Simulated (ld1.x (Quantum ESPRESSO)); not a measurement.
# Pseudopotential generation for lutetium: PAW, PBE, scalar-relativistic.

```
Element                 : lutetium
Generator               : ld1.x (Quantum ESPRESSO) 7.5
Type                    : PAW
Functional              : PBE
Relativity              : scalar-relativistic
Frozen core             : [Xe]
Valence charge          : 17
Reference configuration : 4f14 5d1 6s2 6p0
Partial waves           : 6s (bound): rcut 2.70, rcutus 3.45 bohr; 6s channel at 1.05 Ry: rcut 2.70, rcutus 3.45 bohr; 6p (bound, empty): rcut 3.15, rcutus 3.95 bohr; 6p channel at 1.1 Ry: rcut 3.15, rcutus 3.95 bohr; 5d (bound): rcut 2.55, rcutus 2.85 bohr; 5d channel at 2 Ry: rcut 2.55, rcutus 2.85 bohr; 4f (bound): rcut 0.55, rcutus 0.70 bohr; 4f channel at 1.15 Ry: rcut 0.55, rcutus 0.70 bohr
Local potential         : all-electron potential smoothed inside 3.10 bohr (lloc = -2)
Core correction         : Bessel-smoothed model core inside 0.40 bohr
Augmentation charge     : GAUSS, radius 0.50 bohr
```

All-electron outer shells of the reference configuration (PBE, scalar-relativistic, ld1.x):

```csv
shell,level (eV),outermost node (bohr),outermost maximum (bohr)
5s,-61.06,0.57,1.04
5p,-31.66,0.61,1.19
4f,-9.62,–,0.47
6s,-4.66,1.41,3.08
5d,-1.75,0.68,1.84
6p,-1.34,1.73,4.26
```

Calculated quality:

| Property | Result |
| --- | --- |
| Cutoffs needed | over 300 Ry and over 300 Ry (the cutoffs (Ry, on a coarse ladder) from which the occupation-weighted sum of valence levels, in a spherical-Bessel basis at the reference potential, stays within 10 and 1 mRy of its value at 400 Ry) |
| Ghost test | no extra level below or beside the all-electron valence levels (s, p, d, f tested) (spherical-Bessel basis up to 400 Ry, 20 bohr box) |
| Largest excitation error | -750 meV (all-electron minus pseudo) for 4f13 5d2 6s2 6p0, out of 7 test configurations |
| Lowest eigenvalue of the overlap operator | 0.55 (s channel) |

Generation and tests took about 2.5 s on one core of a shared server CPU.
